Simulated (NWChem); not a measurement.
All runs are NWChem calculations. System: CH₃Cl₃Sn, charge 0, spin multiplicity 1, at a geometry optimised with PBE0/def2-SVP with def2 effective core potentials on Sn. The structure started from a generated list of species. Level: LDA (SVWN5)/def2-SVP with def2 effective core potentials on Sn.

Job file:

```
start mol
memory heap 200 mb stack 900 mb global 1100 mb
geometry units angstroms nocenter noautoz noautosym
  C     -2.322782    -0.326903     0.085245
  Sn    -0.219601    -0.030917     0.008052
  Cl     0.790652    -1.358620    -1.627698
  Cl     0.333834     2.185668    -0.481381
  Cl     0.811972    -0.554487     2.038031
  H     -2.519133    -1.329485     0.487194
  H     -2.758867     0.439892     0.738811
  H     -2.725025    -0.236688    -0.932281
end
basis spherical
  * library def2-svp
end
ecp
  Sn library def2-ecp
end
dft
  xc slater vwn_5
  semidirect memsize 60000000 filesize 0
  iterations 100
end
task dft energy
```

Part of the output:

```
             Northwest Computational Chemistry Package (NWChem) 7.3.0
             --------------------------------------------------------

                                NWChem Input Module
                                -------------------

 Scaling coordinates for geometry "geometry" by  1.889725989
 (inverse scale =  0.529177249)

                             Geometry "geometry" -> ""
                             -------------------------

 Output coordinates in angstroms (scale by  1.889725989 to convert to a.u.)

  No.       Tag          Charge          X              Y              Z
 ---- ---------------- ---------- -------------- -------------- --------------
    1 C                    6.0000    -2.32278200    -0.32690300     0.08524500
    2 Sn                  50.0000    -0.21960100    -0.03091700     0.00805200
    3 Cl                  17.0000     0.79065200    -1.35862000    -1.62769800
    4 Cl                  17.0000     0.33383400     2.18566800    -0.48138100
    5 Cl                  17.0000     0.81197200    -0.55448700     2.03803100
    6 H                    1.0000    -2.51913300    -1.32948500     0.48719400
    7 H                    1.0000    -2.75886700     0.43989200     0.73881100
    8 H                    1.0000    -2.72502500    -0.23668800    -0.93228100

 Effective nuclear repulsion energy (a.u.)     877.2648117440

            Nuclear Dipole moment (a.u.)
            ----------------------------
        X                 Y               Z
 ---------------- ---------------- ----------------
     0.0000359048    -0.0000226767    -0.0000415740


 Summary of "ao basis" -> "" (spherical)
 ------------------------------------------------------------------------------
       Tag                 Description            Shells   Functions and Types
 ---------------- ------------------------------  ------  ---------------------
 *                          def2-svp                  on all atoms

                                 NWChem DFT Module
                                 -----------------

 Summary of "ao basis" -> "ao basis" (spherical)
 ------------------------------------------------------------------------------
       Tag                 Description            Shells   Functions and Types
 ---------------- ------------------------------  ------  ---------------------
 C                          def2-svp                 6       14   3s2p1d
 Sn                         def2-svp                10       26   4s4p2d
 Cl                         def2-svp                 8       18   4s3p1d
 H                          def2-svp                 3        5   2s1p

 Summary of "ao basis" -> "ao basis" (spherical)
 ------------------------------------------------------------------------------
       Tag                 Description            Shells   Functions and Types
 ---------------- ------------------------------  ------  ---------------------
 C                          def2-svp                 6       14   3s2p1d
 Sn                         def2-svp                10       26   4s4p2d
 Cl                         def2-svp                 8       18   4s3p1d
 H                          def2-svp                 3        5   2s1p

            General Information
            -------------------
          SCF calculation type: DFT
          Wavefunction type:  closed shell.
          No. of atoms     :     8
          No. of electrons :    82
           Alpha electrons :    41
            Beta electrons :    41
          Charge           :     0
          Spin multiplicity:     1
          Use of symmetry is: off; symmetry adaption is: off
          Maximum number of iterations: 100
          AO basis - number of functions:   109
                     number of shells:    49
          Convergence on energy requested:  1.00D-06
          Convergence on density requested:  1.00D-05
          Convergence on gradient requested:  5.00D-04

              XC Information
              --------------
                        Slater Exchange Functional  1.000 local
                      VWN V Correlation Functional  1.000 local

             Grid Information
             ----------------
          Grid used for XC integration:  medium
          Radial quadrature: Mura-Knowles
          Angular quadrature: Lebedev.
          Tag              B.-S. Rad. Rad. Pts. Rad. Cut. Ang. Pts.
          ---              ---------- --------- --------- ---------
          C                   0.70       49          10.0       434
          Sn                  1.45      123           9.0       590
          Cl                  1.00       88          12.0       590
          H                   0.35       45          11.0       434
          Grid pruning is: on
          Number of quadrature shells:   571
          Spatial weights used:  Erf1

          Convergence Information
          -----------------------
          Convergence aids based upon iterative change in
          total energy or number of iterations.
          Levelshifting, if invoked, occurs when the
          HOMO/LUMO gap drops below (HL_TOL):  1.00D-02
          DIIS, if invoked, will attempt to extrapolate
          using up to (NFOCK): 10 stored Fock matrices.

                    Damping( 0%)  Levelshifting(0.5)       DIIS
                  --------------- ------------------- ---------------
          dE  on:    start            ASAP                start
          dE off:    2 iters        100 iters           100 iters

      Screening Tolerance Information
      -------------------------------
          Density screening/tol_rho:  1.00D-10
          AO Gaussian exp screening on grid/accAOfunc:  14
          CD Gaussian exp screening on grid/accCDfunc:  20
          XC Gaussian exp screening on grid/accXCfunc:  20
          Schwarz screening/accCoul:  1.00D-08

      Superposition of Atomic Density Guess
      -------------------------------------

 Sum of atomic energies:       -1666.18894816

      Non-variational initial energy
      ------------------------------

 Total energy =   -1631.515231
 1-e energy   =   -3321.620892
 2-e energy   =    1194.654519
 HOMO         =      -0.368209
 LUMO         =      -0.044475

------------------------------------------------------------
EAF file 0: "./mol.aoints.0" size=524288 bytes
------------------------------------------------------------
               write      read    awrite     aread      wait
               -----      ----    ------     -----      ----
     calls:        1         0         0         0         0
   data(b): 5.24e+05  0.00e+00  0.00e+00  0.00e+00
   time(s): 0.00e+00  0.00e+00  0.00e+00  0.00e+00  0.00e+00
rate(mb/s): 0.00e+00  0.00e+00
------------------------------------------------------------

   convergence    iter        energy       DeltaE   RMS-Dens  Diis-err    time
 ---------------- ----- ----------------- --------- --------- ---------  ------
 d= 0,ls=0.0,diis     1  -1629.1924251696 -2.12D+03  2.42D-02  1.23D+00     1.8
 d= 0,ls=0.0,diis     2  -1628.9771864379  2.15D-01  1.71D-02  2.17D+00     2.1
 d= 0,ls=0.0,diis     3  -1629.2889326565 -3.12D-01  4.31D-03  2.16D-01     2.3
 d= 0,ls=0.0,diis     4  -1629.3158910247 -2.70D-02  1.71D-03  2.90D-02     2.6
 d= 0,ls=0.0,diis     5  -1629.3197674829 -3.88D-03  4.28D-04  2.80D-03     2.8
  Resetting Diis
 d= 0,ls=0.0,diis     6  -1629.3201533956 -3.86D-04  6.14D-05  7.64D-05     3.1
 d= 0,ls=0.0,diis     7  -1629.3201637022 -1.03D-05  4.89D-05  4.01D-06     3.3
 d= 0,ls=0.0,diis     8  -1629.3201626049  1.10D-06  3.25D-05  1.13D-05     3.6
 d= 0,ls=0.0,diis     9  -1629.3201642914 -1.69D-06  4.87D-06  3.89D-07     3.8
 d= 0,ls=0.0,diis    10  -1629.3201643405 -4.92D-08  1.31D-06  2.10D-08     4.1

         Total DFT energy =    -1629.320164340536
      One electron energy =    -3323.114495236241
           Coulomb energy =     1302.490799469905
    Exchange-Corr. energy =     -104.147610935989
 Nuclear repulsion energy =      495.451142361789

 Numeric. integr. density =       82.000000840263

     Total iterative time =      3.6s

                       DFT Final Molecular Orbital Analysis
                       ------------------------------------

 Vector   39  Occ=2.000000D+00  E=-2.830328D-01
              MO Center=  5.1D-01,  8.0D-01,  4.1D-01, r^2= 5.1D+00
   Bfn.  Coefficient  Atom+Function         Bfn.  Coefficient  Atom+Function
  ----- ------------  ---------------      ----- ------------  ---------------
    69      0.414295  4 Cl px                66      0.309275  4 Cl px
    87     -0.286563  5 Cl px                84     -0.213855  5 Cl px
    88     -0.207297  5 Cl py                89      0.200667  5 Cl pz
    70     -0.199164  4 Cl py                63      0.181090  4 Cl px
    85     -0.159087  5 Cl py                52     -0.151301  3 Cl py

 Vector   40  Occ=2.000000D+00  E=-2.821112D-01
              MO Center=  8.3D-02,  1.3D-02, -2.9D-03, r^2= 6.0D+00
   Bfn.  Coefficient  Atom+Function         Bfn.  Coefficient  Atom+Function
  ----- ------------  ---------------      ----- ------------  ---------------
    51      0.319160  3 Cl px                87      0.319140  5 Cl px
    69      0.315323  4 Cl px                 4      0.246420  1 C  px
    48      0.246603  3 Cl px                84      0.246533  5 Cl px
    66      0.245053  4 Cl px                 7      0.183894  1 C  px
     3      0.143617  1 C  s                 45      0.143408  3 Cl px

 Vector   41  Occ=2.000000D+00  E=-2.774041D-01
              MO Center=  6.4D-01,  9.0D-02, -2.3D-02, r^2= 5.8D+00
   Bfn.  Coefficient  Atom+Function         Bfn.  Coefficient  Atom+Function
  ----- ------------  ---------------      ----- ------------  ---------------
    71      0.374012  4 Cl pz                88     -0.361614  5 Cl py
    52      0.279597  3 Cl py                68      0.276580  4 Cl pz
    85     -0.267384  5 Cl py                53     -0.257229  3 Cl pz
    49      0.206802  3 Cl py                50     -0.190221  3 Cl pz
    65      0.161737  4 Cl pz                82     -0.156362  5 Cl py

 Vector   42  Occ=0.000000D+00  E=-1.165511D-01
              MO Center= -3.9D-02, -5.6D-03,  1.4D-03, r^2= 4.9D+00
   Bfn.  Coefficient  Atom+Function         Bfn.  Coefficient  Atom+Function
  ----- ------------  ---------------      ----- ------------  ---------------
    17      0.868197  2 Sn s                 18      0.461815  2 Sn s
    70      0.364608  4 Cl py                89      0.341633  5 Cl pz
     3     -0.328343  1 C  s                 16     -0.293470  2 Sn s
    53     -0.272094  3 Cl pz                 4     -0.268187  1 C  px
     7     -0.268809  1 C  px                15     -0.228064  2 Sn s

 Vector   43  Occ=0.000000D+00  E=-3.146773D-02
              MO Center= -2.8D-01, -6.4D-02, -9.4D-02, r^2= 4.4D+00
   Bfn.  Coefficient  Atom+Function         Bfn.  Coefficient  Atom+Function
  ----- ------------  ---------------      ----- ------------  ---------------
    30      0.620517  2 Sn pz                27      0.511102  2 Sn pz
    29     -0.440589  2 Sn py                26     -0.361466  2 Sn py
    80     -0.313229  5 Cl s                 89      0.288186  5 Cl pz
    70     -0.275782  4 Cl py                62      0.245724  4 Cl s
    87      0.220361  5 Cl px                52      0.202575  3 Cl py

 Vector   44  Occ=0.000000D+00  E=-3.146543D-02
              MO Center= -2.7D-01, -1.4D-02,  1.1D-01, r^2= 4.4D+00
   Bfn.  Coefficient  Atom+Function         Bfn.  Coefficient  Atom+Function
  ----- ------------  ---------------      ----- ------------  ---------------
    29      0.617142  2 Sn py                26      0.508315  2 Sn py
    30      0.447811  2 Sn pz                27      0.367398  2 Sn pz
    44      0.322708  3 Cl s                 53      0.261479  3 Cl pz
    88     -0.230071  5 Cl py                51     -0.227123  3 Cl px
    62     -0.219827  4 Cl s                 71     -0.217462  4 Cl pz

 center of mass
 --------------
 x =   0.04676266 y =   0.00657934 z =  -0.00171752

 moments of inertia (a.u.)
 ------------------
        1762.427786950258          53.916417788271         -14.051716119526
          53.916417788271        1387.007655002038          -1.985552045520
         -14.051716119526          -1.985552045520        1379.935560612837

     Multipole analysis of the density
     ---------------------------------

     L   x y z        total         alpha         beta         nuclear
     -   - - -        -----         -----         ----         -------
     0   0 0 0      0.000000    -41.000000    -41.000000     82.000000

     1   1 0 0     -1.327018     -6.473327     -6.473327     11.619636
     1   0 1 0     -0.186789     -0.911329     -0.911329      1.635868
     1   0 0 1      0.048683      0.237387      0.237387     -0.426092

     2   2 0 0    -47.615510   -164.053878   -164.053878    280.492247
     2   1 1 0      0.755837     11.136294     11.136294    -21.516752
     2   1 0 1     -0.197070     -2.901871     -2.901871      5.606672
     2   0 2 0    -52.879591   -241.590899   -241.590899    430.302206
     2   0 1 1     -0.027746     -0.410335     -0.410335      0.792923
     2   0 0 2    -52.978717   -243.051650   -243.051650    433.124584

 Task  times  cpu:        4.1s     wall:        4.1s

 Total times  cpu:        4.1s     wall:        4.1s
```
